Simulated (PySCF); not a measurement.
Two-component Hartree-Fock for La²⁵⁺ (lanthanum, charge +25)

Start: [Ar] 3d10 4s2 4p2; 4p1/2 filled at m_j = -1/2, +1/2. Calculated with PySCF 2.14 in an uncontracted even-tempered set (17 s from 1.9 bohr⁻², ratio 2.8; 13 p from 2.5 bohr⁻², ratio 2.8; 8 d from 4.5 bohr⁻², ratio 2.8; 4 f from 12 bohr⁻², ratio 3): generalised Hartree-Fock with the X2C-1e Hamiltonian and a Gaussian nucleus; one run each with spin-orbit coupling (SO) switched off, then screened by Boettger's factors.

| spinor shell | electrons | ε, spin-free (eV) | ε, screened SO (eV) | weight of nominal j (screened SO) | rms radius, screened SO (bohr) |
| --- | --- | --- | --- | --- | --- |
| 1s1/2 | 2 | -39919.5 | -39912.4 | 1.000 | 0.0286 |
| 2s1/2 | 2 | -7117.9 | -7114.7 | 1.000 | 0.116 |
| 2p1/2 | 2 | -6456.0 | -6745.4 | 1.000 | 0.0999 |
| 2p3/2 | 4 | -6456.0 | -6325.4 | 1.000 | 0.106 |
| 3s1/2 | 2 | -2138.5 | -2136.5 | 1.000 | 0.300 |
| 3p1/2 | 2 | -1920.7 | -1980.9 | 1.000 | 0.291 |
| 3p3/2 | 4 | -1920.7 | -1891.6 | 1.000 | 0.303 |
| 3d3/2 | 4 | -1615.4 | -1625.2 | 1.000 | 0.274 |
| 3d5/2 | 6 | -1615.4 | -1606.0 | 1.000 | 0.277 |
| 4s1/2 | 2 | -921.20 | -920.34 | 1.000 | 0.643 |
| 4p1/2 | 2 | -850.23 | -862.36 | 1.000 | 0.653 |

```
   quantity    spin-free  screened SO
E (hartree)  -8190.78075  -8195.18898
        M_J            0            0
       ⟨J²⟩        2.002        0.000
       ⟨L²⟩        2.001        1.348
       ⟨S²⟩        2.001        1.348
```

Breit and QED terms are absent; they matter most for the inner s and p1/2 levels.

Densities and radii are taken from the X2C orbitals without a picture-change correction, which distorts them close to the nucleus.

Without spin-orbit coupling the j labels of p, d and f shells carry no meaning; the spin-free column gives the mean over the occupied spinors of each nl shell.
